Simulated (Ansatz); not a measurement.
Consider the substitution at a C–Si bond: `CC(F)[SiH3]` + H–F → `CC(F)F` + SiH₄.

Gas-phase electronic energies from Ansatz, PBE0-D4/def2-TZVP geometries. CCSD(T)/CBS adds triple-zeta CCSD(T) − MP2 to the extrapolated MP2 energy (def2 sets, frozen cores). This one scheme is used for every species. DFT in def2-TZVPP.

```tsv
species	PBE-D4 energy (Eh)
`CC(F)[SiH3]`	-469.47030
H–F	-100.39347
`CC(F)F`	-278.13787
SiH₄	-291.72329
```

Question: Work out ΔE.

Answer: ΔE = (-278.13787) + (-291.72329) − (-469.47030) − (-100.39347) = 0.00261 Eh = +6.9 kJ/mol. CCSD(T)/CBS gives +15.1 kJ/mol.

Largest T1 diagnostic among the species: 0.011.

In def2-TZVPP, CCSD(T) changes the Hartree–Fock value by +26.7 kJ/mol (the triples alone add +2.2 kJ/mol) and MP2 by +34.9 kJ/mol. The D4 term adds +8.4 kJ/mol with B3LYP and +4.6 kJ/mol with PBE0; it sums over pairs of atoms, weighted by their polarisabilities, and B3LYP, whose exchange is more repulsive, gets the larger term.

B3LYP here is the variant with VWN-RPA as its local correlation; programs differ in this.
